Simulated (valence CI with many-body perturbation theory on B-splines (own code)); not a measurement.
## Lu48+: E2, M1 decay

Calculated by configuration interaction combined with many-body perturbation theory (CI+MBPT): five valence electrons over a frozen Dirac-Fock core [Ar], radial functions for each j: 7 s, 7 p, 8 d, 6 f, 4 g, 1 h, with the one-electron correlation potential Σ1, the two-electron term Σ2, the three-electron term Σ3, Breit, model QED; selected CI, second order for the rest, scaled by the run's own slope (own B-spline code, finite nucleus).

No measured spectrum was set against this ion. As an estimate, large intervals hold to a few tenths of a per cent, small ones and those within an open d or f shell to about a per cent. Excitations out of the core, of the other parity, are not computed and may begin above about 235 eV (a cautious bound); beyond it only levels of the ground parity were kept, without lifetimes. Only levels of the ground parity were solved; by the run's estimate the other parity begins above the list, which can be wrong where configurations are misplaced.

Lines 1 to 50 of 120 in falling wavelength, among levels below 234.70 eV, chosen from the decays that carry over 1 % of a level's rate. Wavelengths and rates use the calculated energies. Electric multipoles are in the length gauge, E1 and E2 with the static RPA response of the core. Weak lines are less certain than strong ones. Lines between different terms over intervals too small for the method are left out, as are lines whose strength nearly cancels. Branching is blank where the lifetime is uncertain.

Levels are named by their leading jj configuration (3d3/2^4 stands for four electrons in 3d with j = 3/2), which in mixed levels can hold well under half, so a name can repeat and another be missing. Letters in brackets count levels of one name in rising energy.

```
λ vac (Å)                        Upper                        Lower  Type   A (s⁻¹)  Branch %
     9319     (3d3/2^3 3d5/2^2) J=11/2  (3d3/2^3 3d5/2^2) J=7/2 [a]    E2  2.70e-08          
     2447      (3d3/2^3 3d5/2^2) J=9/2     (3d3/2^3 3d5/2^2) J=11/2    M1  5.86e+02      29.1
     1938      (3d3/2^3 3d5/2^2) J=9/2  (3d3/2^3 3d5/2^2) J=7/2 [a]    M1  1.32e+03      65.7
     1532  (3d3/2^3 3d5/2^2) J=5/2 [b]  (3d3/2^3 3d5/2^2) J=3/2 [a]    M1  2.14e+03       3.2
     1118      (3d3/2^3 3d5/2^2) J=1/2  (3d3/2^3 3d5/2^2) J=3/2 [a]    M1  1.66e+04      97.8
    874.8  (3d3/2^3 3d5/2^2) J=7/2 [b]  (3d3/2^3 3d5/2^2) J=7/2 [a]    M1  3.26e+03       4.5
    741.8  (3d3/2^3 3d5/2^2) J=3/2 [b]      (3d3/2^3 3d5/2^2) J=1/2    M1  2.98e+03       1.4
    738.5  (3d3/2^2 3d5/2^3) J=1/2 [b]  (3d3/2^2 3d5/2^3) J=3/2 [a]    M1  2.74e+04       1.3
    661.2  (3d3/2^2 3d5/2^3) J=9/2 [c]  (3d3/2^2 3d5/2^3) J=9/2 [b]    M1  2.24e+04       2.7
    629.1  (3d3/2^3 3d5/2^2) J=3/2 [b]  (3d3/2^3 3d5/2^2) J=5/2 [b]    M1  9.48e+03       4.4
    590.8  (3d3/2^3 3d5/2^2) J=5/2 [b]  (3d3/2^3 3d5/2^2) J=5/2 [a]    M1  4.05e+04      61.4
    540.5  (3d3/2^2 3d5/2^3) J=3/2 [c]  (3d3/2^2 3d5/2^3) J=1/2 [b]    M1  1.58e+04       1.8
    455.3  (3d3/2^2 3d5/2^3) J=3/2 [b]  (3d3/2^2 3d5/2^3) J=5/2 [a]    M1  1.31e+04       1.3
    445.9  (3d3/2^3 3d5/2^2) J=3/2 [b]  (3d3/2^3 3d5/2^2) J=3/2 [a]    M1  2.52e+04      11.6
    424.3  (3d3/2^2 3d5/2^3) J=3/2 [c]  (3d3/2^2 3d5/2^3) J=5/2 [c]    M1  4.15e+04       4.8
    403.2  (3d3/2^2 3d5/2^3) J=1/2 [a]  (3d3/2^3 3d5/2^2) J=3/2 [b]    M1  1.35e+05       5.0
    388.1  (3d3/2^2 3d5/2^3) J=3/2 [a]  (3d3/2^3 3d5/2^2) J=3/2 [b]    M1  4.58e+04       1.2
    373.9  (3d3/2^2 3d5/2^3) J=5/2 [b]  (3d3/2^3 3d5/2^2) J=3/2 [b]    M1  8.35e+04       4.0
    304.7  (3d3/2^3 3d5/2^2) J=3/2 [b]  (3d3/2^3 3d5/2^2) J=5/2 [a]    M1  2.02e+04       9.3
    301.2  (3d3/2^2 3d5/2^3) J=5/2 [d]  (3d3/2^2 3d5/2^3) J=5/2 [b]    M1  9.07e+04       5.0
    296.8  (3d3/2^2 3d5/2^3) J=9/2 [a]  (3d3/2^3 3d5/2^2) J=7/2 [b]    M1  1.53e+05      10.6
    292.1  (3d3/2^2 3d5/2^3) J=5/2 [c]  (3d3/2^3 3d5/2^2) J=3/2 [b]    M1  4.31e+05      16.0
    286.6  (3d3/2^2 3d5/2^3) J=3/2 [b]  (3d3/2^3 3d5/2^2) J=3/2 [b]    M1  1.35e+04       1.3
    283.3  (3d3/2^2 3d5/2^3) J=7/2 [a]  (3d3/2^3 3d5/2^2) J=5/2 [b]    M1  3.19e+05      14.9
    282.9  (3d3/2^2 3d5/2^3) J=5/2 [a]  (3d3/2^3 3d5/2^2) J=3/2 [a]    M1  5.80e+04       1.5
    272.7  (3d3/2^2 3d5/2^3) J=5/2 [a]  (3d3/2^3 3d5/2^2) J=7/2 [a]    M1  2.87e+05       7.2
    267.7  (3d3/2^3 3d5/2^2) J=5/2 [a]        (3d3/2^4 3d5/2) J=5/2    M1  1.79e+06     100.0
    263.3  (3d3/2^2 3d5/2^3) J=7/2 [a]      (3d3/2^3 3d5/2^2) J=9/2    M1  5.02e+05      23.4
    261.8    (3d3/2 3d5/2^4) J=7/2 [a]  (3d3/2^2 3d5/2^3) J=5/2 [c]    M1  2.98e+05       7.0
    261.2  (3d3/2^2 3d5/2^3) J=1/2 [a]      (3d3/2^3 3d5/2^2) J=1/2    M1  8.39e+05      31.4
    260.3     (3d3/2^2 3d5/2^3) J=11/2      (3d3/2^3 3d5/2^2) J=9/2    M1  2.01e+05      13.8
    256.0  (3d3/2^2 3d5/2^3) J=5/2 [b]  (3d3/2^3 3d5/2^2) J=7/2 [b]    M1  2.03e+05       9.6
    254.8  (3d3/2^2 3d5/2^3) J=3/2 [a]      (3d3/2^3 3d5/2^2) J=1/2    M1  1.68e+05       4.3
    254.4  (3d3/2^2 3d5/2^3) J=1/2 [b]  (3d3/2^3 3d5/2^2) J=3/2 [b]    M1  3.24e+04       1.5
    250.3  (3d3/2^2 3d5/2^3) J=9/2 [a]      (3d3/2^3 3d5/2^2) J=9/2    M1  1.56e+04       1.1
    249.3    (3d3/2 3d5/2^4) J=5/2 [a]  (3d3/2^2 3d5/2^3) J=3/2 [a]    M1  4.03e+05       6.7
    248.9        (3d3/2 3d5/2^4) J=9/2  (3d3/2^2 3d5/2^3) J=7/2 [c]    M1  2.87e+05       9.6
    246.6  (3d3/2^2 3d5/2^3) J=5/2 [d]  (3d3/2^2 3d5/2^3) J=7/2 [a]    M1  2.16e+05      12.0
    245.6    (3d3/2 3d5/2^4) J=3/2 [a]  (3d3/2^2 3d5/2^3) J=5/2 [c]    M1  3.95e+05       7.4
    240.1    (3d3/2 3d5/2^4) J=7/2 [a]  (3d3/2^2 3d5/2^3) J=9/2 [b]    M1  3.10e+05       7.3
    240.0  (3d3/2^2 3d5/2^3) J=3/2 [a]  (3d3/2^3 3d5/2^2) J=5/2 [b]    M1  6.72e+05      17.3
    235.3     (3d3/2^2 3d5/2^3) J=11/2     (3d3/2^3 3d5/2^2) J=11/2    M1  1.25e+06      86.2
    234.5  (3d3/2^2 3d5/2^3) J=5/2 [b]  (3d3/2^3 3d5/2^2) J=5/2 [b]    M1  7.94e+05      37.6
    233.1       (3d3/2 3d5/2^4) J=11/2  (3d3/2^2 3d5/2^3) J=9/2 [b]    M1  2.84e+05       8.4
    232.0  (3d3/2^2 3d5/2^3) J=9/2 [b]  (3d3/2^3 3d5/2^2) J=7/2 [b]    M1  2.26e+05       8.8
    231.8  (3d3/2^2 3d5/2^3) J=7/2 [a]  (3d3/2^3 3d5/2^2) J=7/2 [a]    M1  7.68e+05      35.8
    227.0  (3d3/2^2 3d5/2^3) J=9/2 [a]     (3d3/2^3 3d5/2^2) J=11/2    M1  5.05e+05      35.0
    222.3  (3d3/2^2 3d5/2^3) J=7/2 [b]  (3d3/2^3 3d5/2^2) J=7/2 [b]    M1  2.40e+05      31.6
    221.6  (3d3/2^2 3d5/2^3) J=9/2 [a]  (3d3/2^3 3d5/2^2) J=7/2 [a]    M1  7.68e+05      53.3
    218.8    (3d3/2 3d5/2^4) J=7/2 [a]  (3d3/2^2 3d5/2^3) J=5/2 [b]    M1  6.82e+05      16.0
```
